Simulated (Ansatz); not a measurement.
Program: Ansatz. Geometries: PBE0-D4/def2-TZVP. ΔE: electronic, gas phase. CCSD(T)/CBS adds triple-zeta CCSD(T) − MP2 to the extrapolated MP2 energy (def2 sets, frozen cores). Functionals use def2-TZVPP. B3LYP here is the variant with VWN-RPA as its local correlation; programs differ in this. For Ge outer-core shells are correlated without core-valence functions, which leaves a few kJ/mol of doubt a bond. Scalar relativity is left out up to krypton. Each species was taken in one conformer, which may not be the lowest.

Reaction (isomerisation): `B[NH][GeH]([CH3])[F]` → `B[N]([GeH3])CF`

**Question.** Is it downhill or uphill in electronic energy at CCSD(T)/CBS, and by how much? (An estimate is asked.)

**Answer.** Ansatz gave: Uphill: ΔE = +49.9 kcal/mol.

**Question.** What do these levels give: PBE-D4, r2SCAN-D4, PBE0-D4, B3LYP-D4, ωB97M-V, B2PLYP, PBE0, B3LYP, HF/def2-TZVPP, SCS-MP2/def2-TZVPP, MP2/def2-QZVPP, MP2/CBS(def2)? (Best estimate.)

**Answer.** The calculation gave: PBE-D4 46.3, r2SCAN-D4 48.9, PBE0-D4 47.3, B3LYP-D4 47.6, ωB97M-V 48.4, B2PLYP 49.6, PBE0 47.7, B3LYP 48.3, HF/def2-TZVPP 49.5, SCS-MP2/def2-TZVPP 50.4, MP2/def2-QZVPP 52.4, MP2/CBS(def2) 52.7 kcal/mol.

Largest T1 diagnostic among the species: 0.013.

From PBE to PBE0 (25 % exact exchange), in def2-TZVPP and without D4, ΔE moves by +1.0 kcal/mol.
